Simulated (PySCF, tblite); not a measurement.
Isomers of C6H13PSi. Computed values, GFN2-xTB/tblite, gas phase, harmonic and unscaled. Against measured fundamentals such values can be off by several per cent, at times by over 20. Modes of hydrogen on phosphorus and silicon can be 10 to 20 % off. One conformer each.

Electronic energies: PBE0/pcSseg-1 single points on the GFN2-xTB geometries (PySCF, gas phase).

| SMILES | electronic energy, lowest = 0 (kcal/mol) |
| --- | --- |
| CC1=C(C)CP([SiH3])C1 | 0.0 |
| CC(C)C#C[Si@H](C)P | 16.8 |
| C#CP(C)[Si](C)(C)C | 12.3 |
| CCCCP1C=C1[SiH3] | 40.9 |
| C#CPC[Si](C)(C)C | 19.2 |
| CC1=C([SiH3])CCP1C | 5.7 |
| [H]/P=C(\C=C)[Si](C)(C)C | 6.4 |

**Question.** How do GFN2-xTB zero-point energies change the relative energies?

**Answer.** 
| SMILES | ZPE (kcal/mol) | of it from modes above 1550 cm⁻¹ | electronic (kcal/mol) | with ZPE, lowest = 0 (kcal/mol) | lowest mode (cm⁻¹) | rings |
| --- | --- | --- | --- | --- | --- | --- |
| CC1=C(C)CP([SiH3])C1 | 104.2 | 54.7 | 0.0 | 0.0 | 66 | 1 |
| CC1=C([SiH3])CCP1C | 103.9 | 54.7 | 5.7 | 5.4 | 59 | 1 |
| [H]/P=C(\C=C)[Si](C)(C)C | 105.0 | 57.8 | 6.4 | 7.2 | 34 | 0 |
| C#CP(C)[Si](C)(C)C | 104.9 | 60.0 | 12.3 | 13.0 | 23 | 0 |
| CC(C)C#C[Si@H](C)P | 103.7 | 56.3 | 16.8 | 16.3 | 11 | 0 |
| C#CPC[Si](C)(C)C | 103.8 | 58.7 | 19.2 | 18.8 | 22 | 0 |
| CCCCP1C=C1[SiH3] | 103.7 | 54.9 | 40.9 | 40.4 | 18 | 1 |

The zero-point energies span 1.3 kcal/mol, from `CC(C)C#C[Si@H](C)P` to `[H]/P=C(\C=C)[Si](C)(C)C`. The order is unchanged.

**Question.** And how do the electronic energies of GFN2-xTB itself compare?

**Answer.** `CC1=C(C)CP([SiH3])C1` 0.0; `CC1=C([SiH3])CCP1C` 8.8; `[H]/P=C(\C=C)[Si](C)(C)C` 55.8; `C#CP(C)[Si](C)(C)C` 59.4; `CC(C)C#C[Si@H](C)P` 40.6; `C#CPC[Si](C)(C)C` 66.1; `CCCCP1C=C1[SiH3]` 49.9 kcal/mol, lowest = 0. Against the energies above, taken from the same isomer `CC1=C(C)CP([SiH3])C1`, the largest difference is 49.4 kcal/mol.
